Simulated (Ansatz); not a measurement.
Ideal-gas functions of CH$_{5}$BrOSn, SMILES `[CH3][SnH]([OH])[Br]` at 800 K and 1 bar, from an Ansatz frequency run at PBE0-D4/def2-TZVP.

Molar mass 231.67 g/mol, point group C1 (symmetry number 1), electronic degeneracy 1, moments of inertia 120.342, 409.339, 469.088 u Å². Harmonic wavenumbers (cm⁻¹, unscaled): 52, 101, 128, 150, 188, 253, 531, 555, 572, 632, 773, 791, 852, 1230, 1446, 1449, 1942, 3075, 3176, 3183, 3895.

Use S(trans) = R[1.5 ln M + 2.5 ln T − 1.1517]; rotational temperatures θ = 24.2544 K / I; S(rot) = R[ln(√π/σ · √(T³/θAθBθC)) + 1.5]; for each mode x = 1.438777 ν̃/T, S = R[x/(eˣ − 1) − ln(1 − e⁻ˣ)] and H = RT x/(eˣ − 1); 1 cm⁻¹ = 0.0119627 kJ/mol; R = 8.31446 J/(mol·K).

Q: By hand: the entropy, in J/(mol·K).

A: Translation 197.3. Rotation: θ = 0.2015, 0.0593, 0.0517 K, giving 131.3. Vibration, mode by mode: 28.02, 22.51, 20.54, 19.23, 17.37, 14.93, 9.01, 8.67, 8.44, 7.68, 6.21, 6.05, 5.53, 3.22, 2.38, 2.36, 1.17, 0.22, 0.19, 0.18, 0.06, in all 184.0. Electronic 0.0. Sum 512.6 J/(mol·K).

Q: By hand: H − E and G − E in kJ/mol, counted from the electronic energy.

A: Zero-point energy ½ × 24974 × 0.0119627 = 149.4; thermal vibration 64.8; translation, rotation and pV give 4 RT = 26.6. H − E = 240.8 kJ/mol, and G − E = 240.8 − 800 × 512.6/1000 = -169.3 kJ/mol.

Vibration gives 36 % of the entropy, 71.1 J/(mol·K) of it from the modes under 150 cm⁻¹: soft modes count most, and the harmonic formula is weakest for them. The sum counts one conformer and one mirror image; others add a mixing term.
